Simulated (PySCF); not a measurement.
## Vertical excitation energies

Compound: C3H7N3OSi.
InChI=1S/C3H7N3OSi/c1-7-3-2-4-6(8)5-3/h2H,1,8H3

Theory: TDDFT CAM-B3LYP/def2-SVPD, vertical, gas phase, core orbitals frozen in the response in PySCF. The structure is a single GFN2-xTB conformer in the gas phase; no vibrational or solvent corrections. Torsions of this conformer, `[CH3:1][O:2][c:3]1[cH:4][n:5][n:6]([SiH3:7])[n:8]1`: C1–O2–C3–C4 179°.

```tsv
state	λ (nm)	E (eV)	f	main configurations (H = HOMO, L = LUMO)
S1	206.7	6.00	0.231	H→L (95%)
S2	195.9	6.33	0.0010	H-2→L (95%)
S3	186.7	6.64	0.010	H→L+1 (81%), H→L+2 (10%)
S4	177.8	6.97	0.015	H→L+2 (46%), H→L+3 (20%), H→L+1 (12%)
S5	169.4	7.32	0.0054	H-3→L (87%)
S6	168.9	7.34	0.0061	H-1→L (68%), H→L+5 (8%)
S7	166.4	7.45	0.0035	H→L+3 (55%), H→L+2 (21%)
S8	162.2	7.65	0.0011	H→L+4 (76%), H→L+2 (14%)
```

Triplets (Tamm–Dancoff): T1 4.42 eV, H→L (92%); T2 4.97 eV, H-1→L (83%); T3 5.47 eV, H-2→L (89%).

The lowest singlet comes at 207 nm (579 kJ/mol) in the ultraviolet; it is strong; its leading configuration is HOMO→LUMO (95%). The lowest level is also the most intense of those listed (f = 0.231). Löwdin shares by element: HOMO carbon 29% or more, oxygen 23%, nitrogen 22% or more (atoms not listed hold the other 26%); LUMO nitrogen 60%, carbon 14% or more (atoms not listed hold the other 26%). Weighted by f, the mean energy of these states is 6.16 eV. The listed states span 1.65 eV. Of the 8 states listed, 3 reach f = 0.01 and none stays under 0.0005. Singlets were solved by full linear response, triplets in the Tamm–Dancoff approximation.
